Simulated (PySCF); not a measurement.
# Computed records: BFH3Si, CH9BSi2

Computed with PySCF 2.14.0. Calculation on a computer-drawn molecule: optimised geometry and harmonic frequencies of an isolated molecule of the commonest isotopes, restricted reference for singlets and unrestricted otherwise, frozen core in MP2.

Common to all runs: multiplicity 1.

(1) BFH3Si

Start structure:
```xyz
6
BFH3Si
B     -0.3806    -0.6466     0.4420
Si    -0.8000     1.1720     0.0246
F     -1.0507     1.6157    -1.5652
H     -0.4035    -0.9545     1.6162
H      0.1909    -1.4011    -0.3146
H     -1.9430     1.8470     0.7196
```

Here we set charge -1, method MP2 and basis aug-cc-pV(D+d)Z.

Results for BFH3Si: rotational constants 33.69, 5.991, 5.087 GHz; total energy -415.2522 hartree; convergence status largest gradient component 1.71e-05 hartree/bohr.

Drawn bonds:
```tsv
atom	other atom	order
1	2	1
2	3	1
1	4	1
1	5	1
2	6	1
```

Optimised structure:
```xyz
6
BFH3Si
B     -0.3058    -0.6613     0.4451
Si    -1.0555     0.9720    -0.0455
F     -1.0371     1.6978    -1.5756
H     -0.4731    -0.9350     1.6214
H      0.2953    -1.4072    -0.2997
H     -1.8106     1.9662     0.7769
```

Modes:
```tsv
frequency (cm⁻¹)	reduced mass (dalton)
96.11	1.604
200.6	2.544
526.6	1.051
545.4	1.635
684	6.982
687.6	1.181
820.1	2.285
865.7	1.364
1109	1.306
2195	1.042
2501	1.055
2591	1.123
```

(2) CH9BSi2

Start structure:
```xyz
13
CH9BSi2
B     -1.8517     0.6178    -0.5776
Si    -1.4346     0.9345     1.3021
Si     0.8017     0.5385     1.7281
C      1.8427     1.5522     0.4911
H     -2.0539    -0.4015    -0.9839
H     -1.6987     1.4574    -1.3625
H     -2.2188     0.1024     2.2648
H     -1.8265     2.3210     1.8200
H      1.2136     0.9612     3.0893
H      1.1662    -0.8460     1.6191
H      1.7206     2.6153     0.5273
H      2.9957     1.3653     0.6396
H      1.6673     1.1929    -0.5258
```

It was run with charge 0, method HF and basis cc-pV(D+d)Z.

It finds rotational constants 6.384, 2.191, 1.889 GHz; total energy -645.6379 hartree; convergence status largest gradient component 1.358e-05 hartree/bohr.

Drawn bonds:
```tsv
atom	other atom	order
1	2	1
2	3	1
3	4	1
1	5	1
1	6	1
2	7	1
2	8	1
3	9	1
3	10	1
4	11	1
4	12	1
4	13	1
```

Optimised structure:
```xyz
13
CH9BSi2
B     -1.9512     0.4999    -0.5835
Si    -1.4422     0.9904     1.3242
Si     0.8707     0.5436     1.6604
C      1.9707     1.6218     0.5677
H     -2.3743    -0.5888    -0.8591
H     -1.7849     1.2736    -1.4867
H     -2.2203     0.2118     2.3239
H     -1.6753     2.4360     1.5911
H      1.1967     0.7812     3.0902
H      1.1354    -0.8907     1.3725
H      1.7985     2.6826     0.7677
H      3.0263     1.4084     0.7556
H      1.7735     1.4411    -0.4924
```

Modes:
```tsv
frequency (cm⁻¹)	reduced mass (dalton)
48.56	2.203
108.9	1.578
118.3	1.468
166.8	1.408
188.7	1.767
413.4	3.835
422.1	1.231
472.8	1.143
563.4	1.096
626.1	1.375
656.2	2.127
708.1	2.725
769.1	1.354
784.1	1.196
831.8	1.192
941.8	1.287
953.2	1.253
983.6	1.317
1019	1.065
1031	1.057
1262	1.146
1392	1.238
1555	1.05
1557	1.05
2270	1.044
2276	1.033
2279	1.05
2289	1.033
2672	1.053
2750	1.125
3169	1.035
3251	1.102
3254	1.102
```
